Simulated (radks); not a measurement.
Spherical quantum dot in the effective-mass picture: electrons in a parabolic well V = omega^2 r^2 / 2 with omega = 0.41, with a point charge +1 (a donor) at the centre, all in effective atomic units (hartree* = m*/eps^2 hartree, bohr* = eps/m* bohr), one dielectric constant everywhere. Calculated with a radial shooting solver with Libxc functionals: non-relativistic Kohn-Sham, PBEsol, spin-polarised, spherical densities. Levels are named by radial order and angular momentum (1s, 1p, 1d, 2s, ...), and open shells are averaged over m.

N = 17, configuration 1s2 1p6 1d(up 5, down 2) 2s2. This is the lowest configuration that the search found. Occupied and some empty levels:

level,occupation,eigenvalue (hartree*),<r> (bohr*)
1s up,1,4.8092,2.226
1s down,1,4.8211,2.146
1p up,3,5.0387,3.444
1p down,3,5.0641,3.420
2s up,1,5.1610,3.125
2s down,1,5.1792,3.176
1d up,5,5.2314,3.895
1d down,2,5.2592,3.893
1f up,0,5.4480,4.230
1f down,0,5.4761,4.237
2p up,0,5.5302,3.606
2p down,0,5.5477,3.610
1g up,0,5.6874,4.514
1g down,0,5.7147,4.526

Energy (hartree*): total 51.0000, kinetic 5.7676, external 12.598, Hartree 37.394, exchange-correlation -4.7591.
